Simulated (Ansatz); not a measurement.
Consider the ligand exchange at the Si–C bond: `C[SiH](F)CO` + `BBO` → `BBO[SiH](C)F` + CH₃OH.

Isolated molecules relaxed with PBE0-D4/def2-TZVP in Ansatz; ΔE leaves out vibrations. CBS: MP2 limit from def2 TZ/QZ plus the TZ coupled-cluster correction, frozen cores. This one scheme is used for every species. DFT in def2-TZVPP. B3LYP here is the variant with VWN-RPA as its local correlation; programs differ in this. One conformer a species, not always the lowest.

```json
{"level": "PBE0-D4", "ΔE (kcal/mol)": "-26.9", "difference from CCSD(T)/CBS": "2.6"}
{"level": "B3LYP-D4", "ΔE (kcal/mol)": "-29.1", "difference from CCSD(T)/CBS": "0.4"}
{"level": "ωB97X-V", "ΔE (kcal/mol)": "-28.3", "difference from CCSD(T)/CBS": "1.2"}
{"level": "ωB97M-V", "ΔE (kcal/mol)": "-28.2", "difference from CCSD(T)/CBS": "1.3"}
{"level": "PBE", "ΔE (kcal/mol)": "-25.0", "difference from CCSD(T)/CBS": "4.5"}
{"level": "r2SCAN", "ΔE (kcal/mol)": "-28.3", "difference from CCSD(T)/CBS": "1.2"}
{"level": "B3LYP", "ΔE (kcal/mol)": "-29.1", "difference from CCSD(T)/CBS": "0.4"}
{"level": "MP2/def2-TZVPP", "ΔE (kcal/mol)": "-29.8", "difference from CCSD(T)/CBS": "-0.3"}
{"level": "SCS-MP2/def2-TZVPP", "ΔE (kcal/mol)": "-30.5", "difference from CCSD(T)/CBS": "-1.0"}
{"level": "CCSD(T)/def2-TZVPP", "ΔE (kcal/mol)": "-29.3", "difference from CCSD(T)/CBS": "0.2"}
{"level": "HF/def2-QZVPP", "ΔE (kcal/mol)": "-35.1", "difference from CCSD(T)/CBS": "-5.6"}
{"level": "MP2/def2-QZVPP", "ΔE (kcal/mol)": "-30.1", "difference from CCSD(T)/CBS": "-0.6"}
{"level": "SCS-MP2/def2-QZVPP", "ΔE (kcal/mol)": "-30.7", "difference from CCSD(T)/CBS": "-1.2"}
{"level": "HF/CBS(def2)", "ΔE (kcal/mol)": "-35.2", "difference from CCSD(T)/CBS": "-5.7"}
{"level": "MP2/CBS(def2)", "ΔE (kcal/mol)": "-30.0", "difference from CCSD(T)/CBS": "-0.5"}
{"level": "CCSD/CBS(def2)", "ΔE (kcal/mol)": "-30.2", "difference from CCSD(T)/CBS": "-0.7"}
{"level": "CCSD(T)/CBS", "ΔE (kcal/mol)": "-29.5", "difference from CCSD(T)/CBS": "0"}
```

Largest T1 diagnostic among the species: 0.013.

In def2-TZVPP, CCSD(T) changes the Hartree–Fock value by +5.3 kcal/mol (the triples alone add +0.7 kcal/mol) and MP2 by +4.7 kcal/mol. From PBE to PBE0 (25 % exact exchange), in def2-TZVPP and without D4, ΔE moves by −1.9 kcal/mol.
